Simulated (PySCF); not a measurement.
How methods differ on the ionisation energy of Bi

Bi [Xe] 4f14 5d10 6s2 6p3 [6p1/2^2 6p3/2^1, M_J = 3/2] → Bi⁺ [Xe] 4f14 5d10 6s2 6p2 [6p1/2^2, M_J = 0], as a difference of total energies. Computed with PySCF 2.14 in x2c-QZVPPall-2c, with the two-component X2C-1e Hamiltonian. Correlated levels: [Kr] 4d10 4f14 frozen; the 58 highest virtual spinors dropped. "Screened" scales the spin-orbit matrix elements by Boettger's factors to mimic the two-electron term; Breit and QED terms are absent.

Question: Order these methods by the ionisation energy they give, lowest first.
A. GMP2 (spin-free)
B. GMP2 (screened spin-orbit)
C. GHF (spin-free)
D. GHF (screened spin-orbit)

Answer: D (6.983 eV), B (7.322 eV), C (8.246 eV), A (8.726 eV).

The spin-free rows relax to the high-spin LS determinant and lack the spin-orbit shift.

The labels give the starting determinants; with spin-orbit coupling the two ends relaxed to ⟨J²⟩ = 3.78, ⟨L²⟩ = 0.81, ⟨S²⟩ = 3.25 and ⟨J²⟩ = 0.00, ⟨L²⟩ = 1.52, ⟨S²⟩ = 1.52.

For comparison: 7.286 eV (measured; NIST Atomic Spectra Database, ionization energies).
